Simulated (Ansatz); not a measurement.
`NB(F)Br` + HBr → `NB(Br)Br` + H–F at 400 K and 1 bar (ligand exchange at a B–F bond).

Program: Ansatz. Geometries: PBE0-D4/def2-TZVP. ΔE: electronic, gas phase. CCSD(T)/CBS adds triple-zeta CCSD(T) − MP2 to the extrapolated MP2 energy (def2 sets, frozen cores). This one scheme is used for every species. For Br outer-core shells are correlated without core-valence functions, which leaves a few kJ/mol of doubt a bond. Scalar relativity is left out up to krypton. Each species was taken in one conformer, which may not be the lowest.

```csv
species,CCSD(T)/CBS energy (Eh),H − E (kJ/mol),S (J/(mol·K))
`NB(F)Br`,-2753.96125,113.9,322.6
HBr,-2573.91920,27.6,207.2
`NB(Br)Br`,-5227.46516,110.5,340.6
H–F,-100.39570,36.5,182.2
```

H − E and S are ideal-gas, rigid-rotor, harmonic terms from PBE0-D4/def2-TZVP, for one conformer and one mirror image of each species. 1 Eh = 2625.50 kJ/mol, R = 8.31446 J/(mol·K).

**Question.** By hand: ΔE, ΔH, ΔS and ΔG.

**Answer.** ΔE = (-5227.46516) + (-100.39570) − (-2753.96125) − (-2573.91920) = 0.01959 Eh = 51.4 kJ/mol. Δ(H − E) = 110.5 + 36.5 − 113.9 − 27.6 = 5.5, so ΔH = 56.9 kJ/mol. ΔS = 340.6 + 182.2 − 322.6 − 207.2 = -7.0 J/(mol·K). ΔG = 56.9 − 400 × (-7.0)/1000 = 59.7 kJ/mol.

**Question.** By hand: the equilibrium constant, and the temperature at which ΔG would vanish if ΔH and ΔS stayed fixed.

**Answer.** log₁₀ K = −ΔG/(RT ln 10) = -7.8. ΔH and −TΔS have one sign here, so there is no such temperature.

The number of gas molecules stays the same, so ΔS is small and ΔH decides. A doubt of 5 kJ/mol in ΔE shifts log₁₀ K by 0.7 here. Other conformers and mirror images would add mixing entropy, several J/(mol·K) or more a flexible species. These are equilibria of isolated gas molecules and say nothing of rates. Largest T1 diagnostic: 0.010 (customary marks: 0.02 for closed shells, 0.045 for open ones).

ΔS is within the doubt of such terms, so its sign, and with it that verdict, could turn.
